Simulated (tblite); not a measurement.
Compound: C₄H₅F₄O (doublet state).
Structure used (GFN2-xTB), in Å, numbered top down from 1:
```
atom  x, y, z in Å
F1     2.738    1.496    0.052
C2     2.740    0.243    0.566
O3     1.608   -0.469    0.388
C4     0.396    0.260    0.358
C5    -0.745   -0.753    0.299
C6    -2.087   -0.052    0.243
F7    -2.205    0.739   -0.833
F8    -3.102   -0.923    0.194
F9    -2.301    0.729    1.313
H10    3.645   -0.305    0.351
H11    0.310    0.887    1.256
H12    0.373    0.915   -0.524
H13   -0.646   -1.378   -0.589
H14   -0.726   -1.391    1.184
```

Computed geometry: GFN2-xTB, gas phase. This method treats the open shell by occupation alone, without spin polarisation.

Masses are those of the commonest isotopes; rigid-rotor values at the optimised geometry. The values belong to one conformer with, in the numbering `[F:1][CH:2][O:3][CH2:4][CH2:5][C:6]([F:7])([F:8])[F:9]`, F1–C2–O3–C4 -32°, C2–O3–C4–C5 -174°, O3–C4–C5–C6 -179°.

(1) What are A, B and C (GHz)?

(2) Classify the top.

(3) Is it planar, by Δ = Ic − Ia − Ib?

(4) List the rotational levels J(Ka,Kc) to J = 2 (MHz).

(5) Estimate the classical rotational partition function at 25 K, 50 K and 298.15 K.

Results:

(1) Ia = 128.95, Ib = 760.12, Ic = 793.46 u·Å²; 505379 MHz·u·Å²/I gives 3919, 664.9 and 636.9 MHz, that is A = 3.9191, B = 0.6649, C = 0.6369 GHz.

(2) A near-prolate asymmetric top. Ray's parameter κ = (2B − A − C)/(A − C) = -0.983; −1 is the prolate and +1 the oblate limit.

(3) Not planar: Δ = Ic − Ia − Ib = -95.62 u·Å². For a rigid frame Δ = −2 Σ m c², so Σ m c² = 47.81 u·Å² lies off the ab plane: 3.33 from hydrogen and 44.48 from heavier atoms. The atom farthest from that plane is 1.21 Å away.

(4) Above 0(0,0):
J = 1: 1(0,1) 1302, 1(1,1) 4556, 1(1,0) 4584
J = 2: 2(0,2) 3905, 2(1,2) 7132, 2(1,1) 7216, 2(2,1) 16978, 2(2,0) 16979
The levels of one J sum to (2J + 1)J(J + 1)(A + B + C)/3.

(5) Point group C1, symmetry number σ = 1; q = (√π/σ)·√((kT/h)³/(ABC)), k/h = 20836.6 MHz/K: 16400 at 25 K, 46300 at 50 K, 674000 at 298.15 K.

For this open shell read J as N, the rotation without spin; fine and hyperfine splittings come on top. Its GFN2-xTB frequencies are all real (lowest 28 cm⁻¹). Zero-point vibration and centrifugal distortion are left out.
